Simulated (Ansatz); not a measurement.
Compare A (`BO[C](=C)[GeH3]`) with its isomer B (`B[CH]1C[O][GeH2]1`).

Isolated molecules relaxed with PBE0-D4/def2-TZVP in Ansatz; ΔE leaves out vibrations. CCSD(T)/CBS is the MP2 limit (def2-TZVPP, def2-QZVPP) plus CCSD(T) − MP2 in def2-TZVPP, frozen cores. DFT in def2-TZVPP. B3LYP here is the variant with VWN-RPA as its local correlation; programs differ in this. For Ge outer-core shells are correlated without core-valence functions, which leaves a few kJ/mol of doubt a bond. Scalar relativity is left out up to krypton. Each species was taken in one conformer, which may not be the lowest.

Q: Which is lower in electronic energy at CCSD(T)/CBS, and by how much? (Best estimate.)

A: Computed: A, by 11.2 kcal/mol.

Q: Give E(B) − E(A) in kcal/mol with ωB97M-V, CCSD/def2-TZVPP, CCSD(T)/def2-TZVPP, B3LYP, PBE0-D4, r2SCAN-D4, PBE-D4. (Best estimate.)

A: Computed: ωB97M-V 11.3, CCSD/def2-TZVPP 11.6, CCSD(T)/def2-TZVPP 11.5, B3LYP 15.4, PBE0-D4 9.0, r2SCAN-D4 11.0, PBE-D4 10.5. None reverses the order clearly.

Largest T1 diagnostic: 0.014.

From PBE to PBE0 (25 % exact exchange), in def2-TZVPP and without D4, E(B) − E(A) moves by −1.6 kcal/mol. In def2-TZVPP, CCSD(T) changes the Hartree–Fock value by −5.2 kcal/mol (the triples alone add −0.1 kcal/mol) and MP2 by −8.1 kcal/mol.
